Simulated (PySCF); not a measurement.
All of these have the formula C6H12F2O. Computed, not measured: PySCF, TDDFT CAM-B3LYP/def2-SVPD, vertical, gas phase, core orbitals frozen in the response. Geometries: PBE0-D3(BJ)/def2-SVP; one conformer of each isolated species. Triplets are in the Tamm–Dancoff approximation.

Question: Rank by computed lowest singlet excitation energy, lowest first.
A. `CC(C)(F)OC(C)(C)F`
B. `C[C@H](CF)OC(C)(C)F`
C. `COC(C)(C)CC(F)F`
D. `C[C@@H](OC(C)C)C(F)F`

Answer: C (7.39 eV), D (7.54 eV), B (8.08 eV), A (8.89 eV).

| SMILES | S1 (eV) | T1 (eV) | gap (eV) | HOMO (eV) | LUMO (eV) | S1 mainly |
| --- | --- | --- | --- | --- | --- | --- |
| COC(C)(C)CC(F)F | 7.39 | 7.28 | 10.28 | -9.13 | 1.14 | H→L (88%) |
| CC(C)O[C@H](C)C(F)F | 7.54 | 7.42 | 10.43 | -9.14 | 1.29 | H→L (87%) |
| C[C@H](CF)OC(C)(C)F | 8.08 | 8.00 | 10.81 | -9.62 | 1.19 | H→L (90%) |
| CC(C)(F)OC(C)(C)F | 8.89 | 8.80 | 11.66 | -10.38 | 1.28 | H→L (88%) |

H and L stand for HOMO and LUMO.
